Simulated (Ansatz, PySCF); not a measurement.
This Ansatz (a first-principles code) input computes a BLYP/def2-TZVPD energy:

Ansatz 0.2 input:
```yaml
crystal:
  periodic: [false, false, false]
  atoms:
    - {symbol: O, position_ang: [-0.00000000, -0.00000000, -1.54579592]}
    - {symbol: Si, position_ang: [0.00000000, 0.00000000, 0.00000000]}
    - {symbol: O, position_ang: [0.00000000, 0.00000000, 1.54579592]}
basis:
  gaussian:
    orbitals: def2-TZVPD
hamiltonian:
  xc: {name: BLYP}
total_charge: 1
magnetization: {spin_polarized: true, initial_magnetization: 1}
output: {forces: true}
```

### Question
Write an input for the same energy in PySCF and say what it gives.

### Answer

```python
from pyscf import gto, scf, dft

mol = gto.M(
    atom='''
    O    -0.00000000   -0.00000000   -1.54579592
    Si    0.00000000    0.00000000    0.00000000
    O     0.00000000    0.00000000    1.54579592
    ''',
    basis='def2-tzvpd',
    charge=1,
    spin=1,
    symmetry='D2h',
    verbose=4,
)

mf = dft.UKS(mol, xc='blyp').density_fit(auxbasis='def2-universal-jkfit')
mf.grids.level = 3
mf.conv_tol = 1e-9
mf.max_cycle = 100
mf.max_memory = 1500
mf.kernel()
if not mf.converged:
    mf = mf.newton()
    mf.kernel(mf.make_rdm1())
mf.analyze()
```
It gives -439.58907 Eh, and Ansatz -439.58903 Eh, a difference of 0.04 mEh, from the treatment of integrals and grids.
